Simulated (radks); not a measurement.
Species: the hafnium ion Hf45+. Configuration: [Ar] 3d9. All-electron calculation, scalar-relativistic Kohn-Sham, PBE, spin-polarised, spherical densities, finite nucleus; open shells are filled with parallel spins first (spin-orbit coupling, left out, can overturn this in heavy ions); Fermi nuclear charge, rms radius 5.347 fm. Program: a radial shooting solver on a logarithmic mesh with Libxc functionals. Some entries of the table are withheld. Estimate them.

orbital  occ.  eigenvalue (Ry)  <r^2> (bohr^2)
1s up       1        -4969.458       0.0004950
1s down     1        -4969.454       0.0004950
2s up       1        -989.3080        0.007599
2s down     1        -989.0146        0.007597
2p up       3        -889.9666        0.006239
2p down     3        -889.7344        0.006236
3s up       1        -345.0474             (1)
3s down     1        -344.7217             (2)
3p up       3        -315.2108             (3)
3p down     3        -314.8820             (4)
3d up       5        -281.7434             (5)
3d down     4        -281.3351             (6)

Answer. 
(1) 3s up <r^2> (bohr^2): 0.04726
(2) 3s down <r^2> (bohr^2): 0.04729
(3) 3p up <r^2> (bohr^2): 0.04718
(4) 3p down <r^2> (bohr^2): 0.04722
(5) 3d up <r^2> (bohr^2): 0.03826
(6) 3d down <r^2> (bohr^2): 0.03831
